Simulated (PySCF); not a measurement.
A mixed set of molecules. Computed with TDDFT wB97X-D/def2-SVPD, vertical, gas phase, core orbitals frozen in the response in PySCF 2.14.0, density-fitted response routines. Geometries: GFN2-xTB; one conformer of each isolated species. Triplets are in the Tamm–Dancoff approximation. 'Strongest' means the level of largest summed f among the lowest 8 singlets; it needn't be the same kind of state in each.

Question: Rank by computed energy of the strongest computed level, highest first.
A. `Cl[SiH2]SC1C[SiH2]C1`
B. `C=C(C)[Si@H](Cl)S[SiH3]`
C. `CS[SiH2]/C(Cl)=C/[SiH3]`
D. `Cl[SiH2][SiH2]SC1CC1`
E. `CS[Si@H](/C=C\[SiH3])Cl`
F. `FCC1=CC[C@@H]1F`

Answer: A (7.53 eV), F (6.99 eV), B (6.68 eV), E (6.56 eV), D (6.40 eV), C (5.92 eV).

```csv
SMILES,strongest (eV),LUMO (eV),α (au),gap (eV),first f ≥ 0.01 (nm),S1 mainly
Cl[SiH2]SC1C[SiH2]C1,7.53,1.33,119.2,10.12,192,H→L (80%)
FCC1=CC[C@@H]1F,6.99,1.22,58.2,11.06,181,H-1→L (54%)
C=C(C)[Si@H](Cl)S[SiH3],6.68,0.97,121.9,10.27,199,H→L (71%)
CS[Si@@H](Cl)/C=C\[SiH3],6.56,0.40,123.7,9.25,231,H→L (74%)
Cl[SiH2][SiH2]SC1CC1,6.40,0.77,123.5,9.51,194,H→L (89%)
CS[SiH2]/C(Cl)=C/[SiH3],5.92,0.38,123.7,9.30,210,H→L (90%)
```

H and L stand for HOMO and LUMO.
